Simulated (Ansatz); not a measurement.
## A barrier at the coupled-cluster level

Start structure (BH3ClO2F, closed shell), relaxed at PBE0-D4/def2-TZVP:

```
atom    x (Å)    y (Å)    z (Å)
  B1  -0.0407  -0.5324  -0.7227
  F2   0.7940   0.1412   0.1061
  O3  -0.5205   0.0688  -1.8298
  O4  -0.3880  -1.8042  -0.4412
  H5   0.4403   1.3137   1.7445
 Cl6  -0.0726   1.9801   2.7139
  H7  -0.2162   0.9720  -1.9387
  H8   0.0037  -2.1391   0.3679
```

The step: BH₂O₂F ([OH][B]([OH])[F]) + HCl → BH₂ClO₂ ([OH][B]([OH])[Cl]) + HF; bonds formed: B1–Cl6, F2–H5; bonds broken: B1–F2, H5–Cl6. Computed with Ansatz 0.2.0 (basis: def2-TZVPP and def2-QZVPP); correlated methods freeze the cores. Extrapolation: Hartree–Fock as exp(−7.88 √X), correlation as X^−2.97. Energies below are by CCSD(T) at an estimated basis limit (MP2 extrapolated from triple and quadruple zeta, plus CCSD(T) − MP2 in triple zeta).

(1) What are the electronic barrier and the energy of the step, from the start structure to the end structure? (Judge from chemistry; the value comes from the calculation.)

T1 diagnostic: at most 0.012.

Results:

(1) By the calculation: Barrier 1.620 eV; step energy 0.510 eV (uphill); reverse barrier, their difference, 1.110 eV. Barrier and step energy count from the start structure, the reverse barrier from the end structure.

The saddle point: One imaginary mode of 665i cm⁻¹.
| pair | start (Å) | saddle (Å) | end (Å) |
| --- | --- | --- | --- |
| B1–Cl6 | 4.26 | 2.17 | 1.81 |
| F2–H5 | 2.05 | 1.09 | 0.93 |
| B1–F2 | 1.36 | 1.64 | 3.59 |
| H5–Cl6 | 1.28 | 1.61 | 2.25 |

Zero-point energy (harmonic, PBE0-D4): ZPE is 1.227 eV at the start and 1.180 eV at the saddle, so the barrier goes from 1.620 to 1.573 eV.

Labels in which every atom is bracketed show which atoms are joined, not bond orders.

For scale, one of the runs: CCSD(T)/def2-TZVPP, 208 basis functions (an equivalent command: `ansatz run in.yaml --threads 4`). Time: 64 s of wall clock on 4 CPU threads; the host was shared. Peak host memory: 3 GiB.
